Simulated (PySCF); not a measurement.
**Al(OH)₃, singlet: structure and spectrum**

These are results of PySCF, BP86, basis Al def2-TZVP, O def2-TZVP, H def2-TZVP (no relativity, density fitting), not measurements.

The structure is a minimum.

```
Point group                                                                   : C3h
Bond lengths                                                                  : Al–O 1.708 Å (×3), O–H 0.968 Å (×3)
Bond angles                                                                   : Al–O–H 120.6° (×3), O–Al–O 120.0° (×3)
Entropy at 298.15 K and 1 bar                                                 : 306.3 J/(mol K)
Rotational symmetry number                                                    : 3
Principal polarisabilities                                                    : 29.4, 36.9, 36.9 bohr³
Principal quadrupole moments (Buckingham, traceless) about the centre of mass : -0.15, 0.07, 0.07 D Å
Dipole moment                                                                 : 0.00 D
Highest occupied level                                                        : -7.40 eV
Zero-point energy                                                             : 104.6 kJ/mol
Atomisation energy without zero-point energy                                  : 2819 kJ/mol
Lowest empty level                                                            : -1.43 eV
Heat capacity Cp at 298.15 K                                                  : 95.4 J/(mol K)
Enthalpy at 298.15 K above 0 K                                                : 18.62 kJ/mol
Rotational constants                                                          : 0.2152, 0.2152, 0.1076 cm⁻¹
```

Harmonic modes (masses in u: Al 26.982, O 15.995, H 1.008):
```
symmetry  ω (cm⁻¹)  IR (km/mol, summed over degenerate members)
      e'       215                                         56.4
     a''       272                                          7.9
     a''       300                                          357
     e''       345                                          0.0
      a'       628                                          0.0
      e'       654                                          407
      a'       691                                          0.0
      e'       907                                          286
      e'      3785                                          177
      a'      3785                                          0.0
```

In C3h the vibrations span 4e' + 2a'' + e'' + 3a'. The a', e'' modes carry no infrared intensity, as symmetry demands.

Charges (e):
```csv
atom,Mulliken,Löwdin,polar tensor,Mayer order to Al1
Al1,0.63,-0.20,1.57,–
"O2,3,4",-0.53,-0.12,-0.79,1.23
"H5,6,7",0.31,0.19,0.26,0.03
```
Other Mayer orders above 0.3: O–H 0.88 (×3).

Mulliken populations on Al1: s 4.66, p 7.01, d 0.56, f 0.13.

This need not be the most stable arrangement of these atoms.

The final relaxation and frequency run took of the order of 2.3 core-minutes on a shared host.
